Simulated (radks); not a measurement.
Values are calculated unless marked as measured or tabulated.
Q: Species: Pm3+. Configuration: [Kr] 4d10 4f(up 2.5, down 2.5) 5s2 5p(up 2.75, down 2.25) (fractional occupations, a model configuration). Code: a radial shooting solver on a logarithmic mesh with Libxc functionals. Model: scalar-relativistic Kohn-Sham, BLYP, spin-polarised, spherical densities, finite nucleus; Fermi nuclear charge, rms radius 4.962 fm. Some entries of the table are withheld. Estimate them.

| orbital | occ. | eigenvalue (hartree) | r(max) (bohr) |
|---|---|---|---|
| 1s up | 1 | -1655.569 | 0.01479 |
| 1s down | 1 | -1655.568 | 0.01479 |
| 2s up | 1 | -269.9951 | 0.08380 |
| 2s down | 1 | -269.9944 | 0.08380 |
| 2p up | 3 | -241.2514 | 0.06761 |
| 2p down | 3 | -241.2503 | 0.06761 |
| 3s up | 1 | -59.61164 | 0.2386 |
| 3s down | 1 | -59.61080 | 0.2386 |
| 3p up | 3 | -50.58482 | 0.2338 |
| 3p down | 3 | -50.58384 | 0.2338 |
| 3d up | 5 | -38.20394 | 0.1917 |
| 3d down | 5 | -38.20296 | 0.1917 |
| 4s up | 1 | -12.61366 | 0.5519 |
| 4s down | 1 | -12.61186 | 0.5519 |
| 4p up | 3 | -9.65250 | 0.5760 |
| 4p down | 3 | -9.65064 | 0.5760 |
| 4d up | 5 | -5.46994 | 0.6025 |
| 4d down | 5 | -5.46747 | 0.6025 |
| 5s up | 1 | (1) | 1.283 |
| 5s down | 1 | (2) | 1.282 |
| 5p up | 2.75 | -1.76190 | 1.447 |
| 5p down | 2.25 | -1.74683 | 1.446 |
| 4f up | 2.5 | -1.03186 | 0.6364 |
| 4f down | 2.5 | -1.02532 | 0.6359 |

A: 
(1) 5s up eigenvalue (hartree): -2.49054
(2) 5s down eigenvalue (hartree): -2.47576
